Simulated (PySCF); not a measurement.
PySCF job for CHO, SMILES C#[O+], charge +1, TDDFT-M06-2X/def2-TZVPD. Geometry: r2SCAN-D4/def2-TZVPD.

```python
import numpy as np
from pyscf import gto, scf, dft, tdscf

mol = gto.M(
    atom='''
    C     0.00000000    0.00000000    0.51566610
    O     0.00000000    0.00000000   -0.58832823
    H     0.00000000    0.00000000    1.61262917
    ''',
    basis='def2-TZVPD',
    charge=1,
    spin=0,
    symmetry=True,
    symmetry_subgroup='C2v',
    max_memory=1600,
    verbose=4,
)
mf = dft.RKS(mol, xc='m06-2x').density_fit(auxbasis='def2-universal-jkfit')
mf.grids.level = 4
mf.conv_tol = 1e-9
mf.max_cycle = 100
mf.kernel()
mf.grids = dft.Grids(mol).set(level=2).build(with_non0tab=True)  # coarser grid for the response kernel
td = tdscf.TDDFT(mf)
td.singlet = True
td.nstates = 10
td.conv_tol = 1e-4
td.positive_eig_threshold = 1e-6
td.kernel(x0=td.get_init_guess(mf, 15))
td.analyze()
tt = tdscf.TDA(mf)
tt.singlet = False
tt.nstates = 4
tt.conv_tol = 1e-4
tt.positive_eig_threshold = 1e-6
tt.kernel(x0=tt.get_init_guess(mf, 9))
tt.analyze(verbose=3)
```

Output:

```
PySCF version 2.14.0

[INPUT] verbose = 4
[INPUT] num. atoms = 3
[INPUT] num. electrons = 14
[INPUT] charge = 1
[INPUT] spin (= nelec alpha-beta = 2S) = 0
[INPUT] symmetry True subgroup C2v
[INPUT] Mole.unit = angstrom
[INPUT] Symbol           X                Y                Z      unit          X                Y                Z       unit  Magmom
[INPUT]  1 C      0.000000000000   0.000000000000   0.515666100000 AA    0.000000000000   0.000000000000   0.974467700723 Bohr   0.0
[INPUT]  2 O      0.000000000000   0.000000000000  -0.588328230000 AA    0.000000000000   0.000000000000  -1.111779226050 Bohr   0.0
[INPUT]  3 H      0.000000000000   0.000000000000   1.612629170000 AA    0.000000000000   0.000000000000   3.047427471785 Bohr   0.0

nuclear repulsion = 27.8256788822036
point group symmetry = Coov, use subgroup C2v
symmetry origin: [ 0.00000000e+00  0.00000000e+00 -8.81872196e-09]
symmetry axis x: [1. 0. 0.]
symmetry axis y: [0. 1. 0.]
symmetry axis z: [0. 0. 1.]
num. orbitals of irrep A1 = 40
num. orbitals of irrep A2 = 8
num. orbitals of irrep B1 = 19
num. orbitals of irrep B2 = 19
number of shells = 32
number of NR pGTOs = 118
number of NR cGTOs = 86
basis = def2-TZVPD
ecp = {}


******** <class 'pyscf.df.df_jk.DFSymAdaptedRKS'> ********
method = DFSymAdaptedRKS
initial guess = minao
damping factor = 0
level_shift factor = 0
DIIS = <class 'pyscf.scf.diis.CDIIS'>
diis_start_cycle = 1
diis_space = 8
diis_damp = 0
SCF conv_tol = 1e-09
SCF conv_tol_grad = None
SCF max_cycles = 100
direct_scf = False
XC library pyscf.dft.libxc version 7.1.2
    S. Lehtola, C. Steigemann, M. J. T. Oliveira, and M. A. L. Marques,  SoftwareX 7, 1–5 (2018)
XC functionals = m06-2x
    Y. Zhao and D. G. Truhlar,  Theor. Chem. Acc. 120, 215 (2008)
    Y. Zhao and D. G. Truhlar,  Theor. Chem. Acc. 120, 215 (2008)
radial grids:
    Treutler-Ahlrichs [JCP 102, 346 (1995); DOI:10.1063/1.469408] (M4) radial grids

becke partition: Becke, JCP 88, 2547 (1988); DOI:10.1063/1.454033
pruning grids: <function nwchem_prune>
grids dens level: 4
symmetrized grids: True
atomic radii adjust function: <function treutler_atomic_radii_adjust>
small_rho_cutoff = 0
Freeze 0 electrons in irreps []
    14 free electrons in irreps A1 A2 B1 B2
Set gradient conv threshold to 3.16228e-05
Initial guess from minao.
tot grids = 72576
******** <class 'pyscf.df.df.DF'> ********
auxbasis = def2-universal-jkfit
init E= -114.167246672127
HOMO (B1) = -0.557637495246972  LUMO (B2) = -0.0519481339618005  gap/eV = 13.76051
cycle= 1 E= -113.43471933449  delta_E= 0.733  |g|= 0.672  |ddm|= 1.43
HOMO (A1) = -0.863053483423489  LUMO (B2) = -0.376898190091529  gap/eV = 13.22896
cycle= 2 E= -113.244574890427  delta_E= 0.19  |g|= 1.32  |ddm|= 0.908
HOMO (B1) = -0.928264680887579  LUMO (B2) = -0.357978727293108  gap/eV = 15.51827
cycle= 3 E= -113.54990505384  delta_E= -0.305  |g|= 0.0764  |ddm|= 0.54
HOMO (B1) = -0.896859944962153  LUMO (B2) = -0.324067892432537  gap/eV = 15.58647
cycle= 4 E= -113.550813277661  delta_E= -0.000908  |g|= 0.0222  |ddm|= 0.062
HOMO (B2) = -0.900147259197868  LUMO (B1) = -0.323304194055457  gap/eV = 15.69670
cycle= 5 E= -113.550895751612  delta_E= -8.25e-05  |g|= 0.00326  |ddm|= 0.0188
HOMO (B2) = -0.899833619923363  LUMO (B1) = -0.322996986413748  gap/eV = 15.69652
cycle= 6 E= -113.55089798586  delta_E= -2.23e-06  |g|= 0.000557  |ddm|= 0.00261
HOMO (B1) = -0.899905046772832  LUMO (B2) = -0.32305573788859  gap/eV = 15.69687
cycle= 7 E= -113.550898050125  delta_E= -6.43e-08  |g|= 6.27e-05  |ddm|= 0.000598
HOMO (B2) = -0.899901208634972  LUMO (B2) = -0.323045430629455  gap/eV = 15.69705
cycle= 8 E= -113.550898051003  delta_E= -8.77e-10  |g|= 7.93e-06  |ddm|= 6.75e-05
HOMO (B1) = -0.899901934213747  LUMO (B1) = -0.323045175451863  gap/eV = 15.69707
Extra cycle  E= -113.550898050996  delta_E= 6.93e-12  |g|= 1.02e-05  |ddm|= 9.96e-06
converged SCF energy = -113.550898050996
tot grids = 27792
Overwritten attributes  positive_eig_threshold  of <class 'pyscf.tdscf.rks.TDDFT'>


******** <class 'pyscf.tdscf.rks.TDDFT'> for <class 'pyscf.df.df_jk.DFSymAdaptedRKS'> ********
nstates = 10 singlet
deg_eia_thresh = 1.000e-03
wfnsym = None
conv_tol = 0.0001
eigh lindep = 1e-12
eigh level_shift = 0
eigh max_cycle = 100


Excitation energies (eV)
[ 8.66628954  9.92424063  9.92443178 11.4570999  11.4570999  14.49438438
 14.49438438 14.58387439 16.1776013  16.17760133]

** Singlet excitation energies and oscillator strengths **
Excited State   1:   A2      8.66629 eV    143.06 nm  f=0.0000
       6 -> 9        -0.49685
       7 -> 8         0.49685
Excited State   2:   A2      9.92424 eV    124.93 nm  f=0.0000
       6 -> 9         0.49737
       7 -> 8         0.49737
Excited State   3:   A1      9.92443 eV    124.93 nm  f=0.0000
       6 -> 8        -0.49737
       7 -> 9         0.49737
Excited State   4:   B2     11.45710 eV    108.22 nm  f=0.0007
       5 -> 9         0.70109
Excited State   5:   B1     11.45710 eV    108.22 nm  f=0.0007
       5 -> 8        -0.70109
Excited State   6:   B1     14.49438 eV     85.54 nm  f=0.0068
       4 -> 8         0.25851
       6 -> 10        0.63776
       6 -> 11       -0.10198
Excited State   7:   B2     14.49438 eV     85.54 nm  f=0.0068
       4 -> 9        -0.25851
       7 -> 10       -0.63776
       7 -> 11        0.10198
Excited State   8:   A1     14.58387 eV     85.01 nm  f=0.3817
       5 -> 10        0.23105
       6 -> 8         0.45872
       7 -> 9         0.45872
Excited State   9:   B1     16.17760 eV     76.64 nm  f=0.2525
       4 -> 8        -0.63570
       6 -> 10        0.23169
       6 -> 11       -0.17205
Excited State  10:   B2     16.17760 eV     76.64 nm  f=0.2525
       4 -> 9         0.63570
       7 -> 10       -0.23169
       7 -> 11        0.17205

** Transition electric dipole moments (AU) **
state          X           Y           Z        Dip. S.      Osc.
  1        -0.0000     -0.0000     -0.0000      0.0000      0.0000
  2        -0.0000     -0.0000     -0.0000      0.0000      0.0000
  3        -0.0000     -0.0000      0.0000      0.0000      0.0000
  4         0.0000      0.0500      0.0000      0.0025      0.0007
  5        -0.0500     -0.0000     -0.0000      0.0025      0.0007
  6        -0.1383      0.0000      0.0000      0.0191      0.0068
  7         0.0000      0.1383      0.0000      0.0191      0.0068
  8        -0.0000     -0.0000      1.0336      1.0683      0.3817
  9        -0.7982     -0.0000     -0.0000      0.6371      0.2525
 10         0.0000      0.7982     -0.0000      0.6371      0.2525

** Transition velocity dipole moments (imaginary part, AU) **
state          X           Y           Z        Dip. S.      Osc.
  1        -0.0000     -0.0000      0.0000      0.0000      0.0000
  2        -0.0000      0.0000      0.0000      0.0000      0.0000
  3        -0.0000      0.0000      0.0000      0.0000      0.0000
  4        -0.0000      0.0252     -0.0000      0.0006      0.0010
  5        -0.0252     -0.0000      0.0000      0.0006      0.0010
  6        -0.0744     -0.0000     -0.0000      0.0055      0.0069
  7         0.0000      0.0744     -0.0000      0.0055      0.0069
  8         0.0000     -0.0000      0.5673      0.3219      0.4004
  9        -0.4924     -0.0000     -0.0000      0.2425      0.2719
 10         0.0000      0.4924     -0.0000      0.2425      0.2719

** Transition magnetic dipole moments (imaginary part, AU) **
state          X           Y           Z
  1         0.0000     -0.0000     -0.0000
  2        -0.0000      0.0000      0.0000
  3        -0.0000     -0.0000     -0.0000
  4        -1.5735     -0.0000      0.0000
  5        -0.0000     -1.5735      0.0000
  6         0.0000     -0.2384      0.0000
  7        -0.2384      0.0000      0.0000
  8         0.0000     -0.0000     -0.0000
  9        -0.0000      0.7500     -0.0000
 10         0.7500      0.0000     -0.0000
Overwritten attributes  positive_eig_threshold  of <class 'pyscf.tdscf.rks.TDA'>


******** <class 'pyscf.tdscf.rks.TDA'> for <class 'pyscf.df.df_jk.DFSymAdaptedRKS'> ********
nstates = 4 triplet
deg_eia_thresh = 1.000e-03
wfnsym = None
conv_tol = 0.0001
eigh lindep = 1e-12
eigh level_shift = 0
eigh max_cycle = 100


Excitation energies (eV)
[7.80189008 8.82983603 8.93132804 8.93152776]

** Triplet excitation energies and oscillator strengths **
Excited State   1:   A1      7.80189 eV    158.92 nm  f=0.0000
Excited State   2:   A2      8.82984 eV    140.42 nm  f=0.0000
Excited State   3:   A2      8.93133 eV    138.82 nm  f=0.0000
Excited State   4:   A1      8.93153 eV    138.82 nm  f=0.0000
```

Self-consistency was reached.
